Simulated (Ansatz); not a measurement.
A series at Hf: from `[NH2][Hf]([NH2])([NH2])[NH2]`, ligands are replaced one by one, each step taking up H–F and setting free NH₃; n counts the steps. Ansatz, PBE0-D4/def2-TZVP geometries. Each molecule was computed in one conformer, which needn't be the lowest.

```json
{"n": "0", "molecule": "`[NH2][Hf]([NH2])([NH2])[NH2]`", "HOMO energy, ωB97M-V/def2-TZVPP (eV)": "-9.11"}
{"n": "1", "molecule": "`[NH2][Hf]([NH2])([NH2])[F]`", "HOMO energy, ωB97M-V/def2-TZVPP (eV)": "-9.45"}
{"n": "2", "molecule": "`[NH2][Hf]([NH2])([F])[F]`", "HOMO energy, ωB97M-V/def2-TZVPP (eV)": "-9.93"}
{"n": "3", "molecule": "`[NH2][Hf]([F])([F])[F]`", "HOMO energy, ωB97M-V/def2-TZVPP (eV)": "?"}
{"n": "4", "molecule": "`[F][Hf]([F])([F])[F]`", "HOMO energy, ωB97M-V/def2-TZVPP (eV)": "-14.69"}
```

By hand: fit a straight line y = ȳ + b (n − n̄) to the 4 given rows and predict n = 3.

n̄ = 1.750, ȳ = -10.795; Σ(n − n̄)(y − ȳ) = -12.505, Σ(n − n̄)² = 8.750, so b = -1.429 eV a step. Prediction: -10.795 + (-1.429) × (1.250) = -12.58 eV.

By hand: compare with the computed value, -10.51 eV, and give the steps along the whole series.

The line misses by 2.07 eV (computed minus predicted). Steps: -0.34, -0.48, -0.58, -4.18 eV.

One step carries most of the change, so a line is a poor guide. The highest orbital can change its character along such a series. The miss is 37.1 % of the series' range.
